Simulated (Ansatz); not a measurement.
Compare A (`C=C[SiH2]S`) with its isomer B (`[SiH3]CC=S`).

Computed with Ansatz on PBE0-D4/def2-TZVP structures; ΔE is electronic, products minus reactants. CCSD(T)/CBS is the MP2 limit (def2-TZVPP, def2-QZVPP) plus CCSD(T) − MP2 in def2-TZVPP, frozen cores. Functionals use def2-TZVPP. One conformer a species, not always the lowest.

Q: Which isomer does CCSD(T)/CBS put lower? Give the gap. (An estimate is asked.)

A: Ansatz gave: A, by 21.5 kcal/mol.

Q: Give E(B) − E(A) in kcal/mol with ωB97M-V, BLYP-D4, B2PLYP, CCSD/def2-TZVPP, MP2/def2-TZVPP, r2SCAN-D4, PBE0-D4. (An estimate is asked.)

A: Computed: ωB97M-V 21.5, BLYP-D4 19.1, B2PLYP 20.4, CCSD/def2-TZVPP 21.6, MP2/def2-TZVPP 20.0, r2SCAN-D4 20.5, PBE0-D4 20.7. None reverses the order clearly.

Q: Does the order hold for the free energy at 298.15 K (harmonic terms from PBE0-D4)? (Estimate.)

A: The calculation gave: Yes: G(B) − G(A) = +21.5 kcal/mol, for one conformer each.

Largest T1 diagnostic: 0.016.

From PBE to PBE0 (25 % exact exchange), in def2-TZVPP and without D4, E(B) − E(A) moves by +1.5 kcal/mol. At CCSD(T), def2-SVP lies −4.0 kcal/mol from the extrapolated value and def2-TZVPP −0.9 kcal/mol.
